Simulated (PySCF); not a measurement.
## Vibration and rotation of ZnB⁺

RHF-CCSD(T) constants of ZnB⁺, ¹Σ⁺ (singlet), closed shell (Zn def2-SVPD, B def2-SVPD; no relativity (PySCF 2.14); masses 63.9291 and 11.0093 u):

| Property | Result |
| --- | --- |
| ωe | 339.2 cm⁻¹ |
| ωexe | 2.12 cm⁻¹ |
| Be | 0.32197 cm⁻¹ |
| αe | 0.00327 cm⁻¹ |
| D (centrifugal) | 1.16e-06 cm⁻¹ |
| De to Zn + B⁺ | 1.88 eV |

Question: Estimate the standard entropy (1 bar) and heat capacity of the ideal gas at 1500 K, rigid rotor with B0 and harmonic oscillator at the fundamental.

Answer: Translation (Sackur–Tetrode, M = 74.94 u): 196.3 J/(mol K). Rotation: q = kT/(σB0) = 3250 with σ = 1, 75.6. Vibration: x = hcν0/kT = 0.321, 17.79. S° = 289.6 J/(mol K); Cp = 7R/2 + 8.24 = 37.3 J/(mol K).

Correlated steps freeze 6 core orbitals. Correlated levels converge slowly with the basis: in double zeta they bind strong bonds too weakly, by up to about 1 eV, and carry superposition errors of some tenths. For an ion De counts to the pair picked by the measured ionisation energies or electron affinities, which need not be the lowest pair at this level.
